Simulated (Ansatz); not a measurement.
**Li⁺ ··· CH2O**

The pair of Li⁺ (SMILES [Li+], atom 1) and CH2O (SMILES C=O, atoms 2–5), both closed shells, in one local arrangement (a lower one may exist), relaxed at PBE0-D4/def2-TZVP:

```
5
angstrom
Li -0.1268 -0.1942 -2.3666
C 0.0328 0.0503 0.6133
O -0.0319 -0.0485 -0.5923
H 0.8732 -0.3887 1.1690
H -0.7474 0.5811 1.1766
```

Computed with Ansatz 0.2.0 (basis: def2-TZVPPD, with def2-QZVPPD for the basis limit); correlated methods freeze the cores. The outer core shell of Li, Na, Mg and K is correlated. B3LYP uses VWN-RPA correlation. Extrapolation: Hartree–Fock as exp(−7.88 √X), correlation as X^−2.97. Interaction energies count from these two fragments, frozen as in the pair, with the counterpoise correction; negative means bound.

(1) What is the interaction energy by CCSD(T) at an estimated basis limit (MP2 extrapolated from triple and quadruple zeta, plus CCSD(T) − MP2 in triple zeta)? (An estimate is asked for; the value comes from the calculation.)

(2) Which atoms make the shortest contact between the fragments?

T1 diagnostic: at most 0.016.

## Answers

(1) Computed: -35.60 kcal/mol. Hartree–Fock alone gives -40.46 kcal/mol at the basis limit. It counts from the two fragments frozen as in the pair.

The same quantity by other methods in triple zeta, and each one's difference from that estimate:
| method | E_int (kcal/mol) | difference |
| --- | --- | --- |
| PBE-D4 | -35.62 | -0.01 |
| revPBE-D4 | -34.59 | 1.01 |
| BLYP-D4 | -36.51 | -0.90 |
| r2SCAN-D4 | -34.77 | 0.83 |
| B97M-V | -35.30 | 0.30 |
| PBE0-D4 | -37.03 | -1.42 |
| B3LYP-D4 | -37.86 | -2.25 |
| HSE06-D4 | -36.99 | -1.39 |
| wB97X-V | -36.78 | -1.17 |
| wB97M-V | -36.68 | -1.08 |
| B2PLYP | -36.67 | -1.07 |
| HF | -39.92 | -4.32 |
| MP2 | -34.10 | 1.50 |
| CCSD | -35.31 | 0.29 |
| CCSD(T) | -34.52 | 1.09 |
Differences are method less estimate.

(2) Li1 and O3, 1.78 Å apart.

Basis-set superposition shift (counterpoise-corrected less uncorrected): CCSD(T) 0.34; MP2 0.30; HF 0.01; PBE0-D4 0.03; wB97M-V 0.06 kcal/mol.

For scale, one of the runs: CCSD(T)/def2-TZVPPD, 133 basis functions, launched by `ansatz run in.yaml --threads 2 --pin off --events-out ev --progress --plain --max-ram 5222MiB`. Hardware: 2 CPU threads of an Arm Neoverse V1, shared host. Wall time 6.5 s; peak host memory 0.71 GiB.
